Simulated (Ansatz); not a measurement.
Total energies of HfSe₂⁻ (the lowest doublet isomer of a short search) from Ansatz at PBE-D4/def2-TZVPD, gas phase (1 Eh = 27.2114 eV = 2625.5 kJ/mol). The reference geometry is relaxed at PBE0-D4/def2-TZVPD.

Cartesian coordinates in Å:
```
Hf 0.528 -0.498 0.273
Se -1.541 -0.228 1.462
Se 1.013 0.725 -1.735
```

```tsv
state	geometry	energy (Eh)
charge -1 doublet	reference	-4850.58316
charge 0 singlet	reference	-4850.48991
charge -1 quartet	relaxed at PBE0-D4/def2-TZVPD	-4850.51294
```

In the def2 sets Hf takes a core potential; there is no spin–orbit coupling.

Problem. Work out the vertical ionisation energy to the singlet.

Solution. E(charge 0 singlet) − E(charge -1 doublet) = -4850.48991 − (-4850.58316) = 0.09325 Eh = 2.54 eV. For comparison, −ε of the highest occupied level of the spin that leaves is 0.44 eV at this level, 2.10 eV less.

Problem. Which of the charge -1 states is lowest, and how far above it are the others?

Solution. The doublet. quartet: -4850.51294 − (-4850.58316) = 0.07022 Eh = 184.4 kJ/mol.

At PBE-D4/def2-TZVPD the highest occupied level of the charge -1 quartet lies above zero (up to 0.99 eV). The electron is either unbound and held by the finite basis, or the level is raised by self-interaction error.

The structure comes from a short search, and lower isomers may exist.
